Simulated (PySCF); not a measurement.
## What settings do to a single point of [Dy(H2O)6]3+

The sound run of [Dy(H2O)6]3+ (singlet in the valence; each metal's 4f electrons, 9 of them, lie in its core potential, out of spins and levels) uses PySCF 2.14.0, RKS PBE0, Dy lcecp-1-SVP with ECP55, O def2-SVP, H def2-SVP; non-relativistic Hamiltonian with scalar-relativistic core potentials where named; density fitting; no spin-orbit coupling, grid (50, 194), threshold 1e-8 Eh and 55 cycles, at the relaxed geometry:

```xyz
19

Dy    0.0000    0.0000    0.0000
O     0.0000    0.0000    2.3500
H     0.7702   -0.0042    2.9512
H    -0.7702    0.0042    2.9512
O     0.0000    0.0000   -2.3500
H     0.7702    0.0006   -2.9512
H    -0.7702   -0.0006   -2.9512
O     2.3505   -0.0055    0.0000
H     2.9499   -0.7771    0.0006
H     2.9535    0.7633   -0.0006
O     0.0055    2.3500    0.0000
H     0.0103    2.9512    0.7702
H     0.0036    2.9512   -0.7702
O    -2.3505    0.0055    0.0000
H    -2.9499    0.7771    0.0006
H    -2.9535   -0.7633   -0.0006
O    -0.0055   -2.3500    0.0000
H    -0.0103   -2.9512    0.7702
H    -0.0036   -2.9512   -0.7702
```

There Dy1 has a Mulliken charge of 1.34 e and the dipole about the centre of mass is 0.00 D. Each run below changes one thing and starts from free metal ions and neutral atoms unless it says otherwise; with 55 cycles, smearing, a level shift and second-order steps follow where DIIS fails, and their cycles count. Energy shifts count from the sound run. On f atoms grids over 110 angular points are at least (60, 302).

```csv
change,outcome,cycles,energy shift (eV),largest force component (eV/Å),charge on Dy1 (e),dipole about the centre of mass (D)
"grid (30, 86)",converged,8,0.14,0.02,1.34,0.00
cycle limit 8,converged,8,0.0000,0.00,1.34,0.00
```

Task: One further run converged with energy shift (eV) 0.96, largest force component (eV/Å) 1.68, charge on Dy1 (e) 1.43, dipole about the centre of mass (D) 0.00. Which change was it?
A. spin (2S) set to 12, limit 86 cycles
B. all coordinates × 1.05
C. threshold 1e-05

Result: B.

Task: And the other changes listed?

Result: 
| change | outcome | cycles | energy shift (eV) | largest force component (eV/Å) | charge on Dy1 (e) | dipole about the centre of mass (D) |
| --- | --- | --- | --- | --- | --- | --- |
| threshold 1e-05 | converged | 6 | 0.0000 | 0.00 | 1.34 | 0.00 |
| spin (2S) set to 12, limit 86 cycles | converged | 57 | 53.01 | 3.41 | -2.02 | 0.02 |

Unsound on purpose, so not properties of the compound: spin (2S) set to 12, limit 86 cycles.

Forces carry noise of the integration grid, about 0.01 to 0.03 eV/Å.

An lcecp potential fixes the number of 4f electrons, so in runs with it no electron can move into or out of that shell.
